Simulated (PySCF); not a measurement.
SbCl₂, SMILES [Cl][Sb+][Cl] (connectivity only; charge and spin as stated), charge +1, multiplicity 1. Geometry: PBE-D3(BJ)/def2-TZVP. The multiplicity is an assumed one; other spin states were not compared. The isomer is the one that the SMILES or the coordinates give; other isomers of the formula were not compared. The def2 effective core potentials stand for the cores of Sb; spin–orbit coupling is left out.

Level of theory: PBE-D3(BJ)/def2-TZVP (PySCF 2.14.0).

Harmonic wavenumbers (cm⁻¹): 135, 405, 413. Rotational constants (GHz): 5.317, 2.314, 1.613; symmetry number 2.

Question: Work out the zero-point energy and the ideal-gas rigid-rotor harmonic-oscillator thermochemistry at 298.15 K and 1 atm.

Answer: ZPE = ½ Σ hcν = ½ × 953 cm⁻¹ = 5.70 kJ/mol. H − E(el) = 18.95 kJ/mol. Entropy in J/(mol K): translation 174.36, rotation 107.98, vibration 19.80, total 302.13. G − E(el) = -71.13 kJ/mol. Cp = 53.43 J/(mol K). Modes under 150 cm⁻¹ make the vibrational entropy uncertain.
